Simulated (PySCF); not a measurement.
# TDDFT excited states: C2H9Ge2NO

Species: C₂H₉Ge₂NO.
Structure used (PBE0-D3(BJ)/def2-SVP), in Å, numbered top down from 1:
```
atom  x, y, z in Å
N1     2.3367   -0.1390   -0.2067
C2     1.1415   -0.5718    0.2756
O3     1.0646   -1.3449    1.2133
C4    -0.0829   -0.0231   -0.4111
Ge5   -1.5383   -1.3448   -0.2562
Ge6   -0.6119    1.6994    0.4159
H7     3.1801   -0.4601    0.2504
H8     2.4095    0.5206   -0.9661
H9     0.1086    0.1853   -1.4756
H10   -2.6843   -0.8627   -1.1735
H11   -1.0496   -2.7215   -0.7347
H12   -2.0566   -1.4120    1.1855
H13    0.3918    2.0617    1.5232
H14   -2.0251    1.5942    1.0153
H15   -0.6011    2.8020   -0.6607
```

Computed, not measured: TDDFT CAM-B3LYP/def2-SVPD, vertical, gas phase, core orbitals frozen in the response in PySCF. The CAM-B3LYP/def2-SVPD calculation is non-relativistic and has no spin–orbit coupling, an omission that weighs most on germanium.

```tsv
state	E (eV)	λ (nm)	ν̃ (cm⁻¹)	f	main configurations (H = HOMO, L = LUMO)
S1	5.73	216.2	46250	0.0034	H→L+1 (40%), H→L+3 (26%)
S2	7.02	176.7	56590	0.016	H→L (71%), H→L+1 (16%)
S3	7.14	173.7	57570	0.011	H-1→L (62%), H-1→L+2 (9%), H-1→L+1 (9%)
S4	7.45	166.4	60090	0.073	H-1→L+1 (38%), H-1→L+3 (21%)
S5	7.58	163.5	61160	0.117	H-2→L+1 (31%), H-2→L (19%), H→L+2 (15%)
S6	7.63	162.5	61540	0.033	H→L+2 (47%), H-2→L (28%)
S7	7.70	161.0	62120	0.029	H-2→L+1 (42%), H-2→L (26%), H→L+2 (14%)
S8	7.90	157.0	63700	0.043	H→L+3 (58%), H→L+1 (18%), H→L (9%)
S9	8.11	152.8	65440	0.053	H-2→L+2 (28%), H→L+4 (17%), H→L+5 (11%)
S10	8.16	151.9	65840	0.132	H-2→L+2 (35%), H→L+4 (22%), H→L+5 (14%)
```

Triplets (Tamm–Dancoff): T1 5.29 eV, H→L+1 (40%), H→L+3 (26%); T2 5.67 eV, H-1→L+1 (38%), H-1→L+3 (24%); T3 6.85 eV, H-1→L (42%), H→L (15%), H-1→L+2 (8%); T4 6.90 eV, H→L (52%), H→L+1 (16%), H-1→L (13%).

The lowest singlet lies at 5.73 eV (216 nm, ultraviolet) and is very weak; its leading configuration is HOMO→LUMO+1 (40%). The strongest level in the table is S10 at 8.16 eV (152 nm, f = 0.132). It is the last of those listed, so stronger ones may follow. Löwdin shares by element: HOMO oxygen 65%, carbon 20%, nitrogen 5%; LUMO germanium 39%, hydrogen 19% or more (atoms not listed hold the other 42%). Weighted by f, the mean energy of these states is 7.77 eV. Of the 10 states listed, 9 reach f = 0.01 and none stays under 0.0005. Orbital energies (eV): HOMO-3 -10.58, HOMO-2 -9.84, HOMO-1 -9.53, HOMO -9.05, LUMO 0.68, LUMO+1 0.95, LUMO+2 1.10. All these states lie below the vertical ionisation energy of 9.70 eV (ΔSCF). Singlets were solved by full linear response, triplets in the Tamm–Dancoff approximation.

On one thread, Arm Neoverse V2 (aarch64), shared host, this took 7.2 min of wall time and 1.1 GiB of memory at its peak.

One conformer stands for the species.
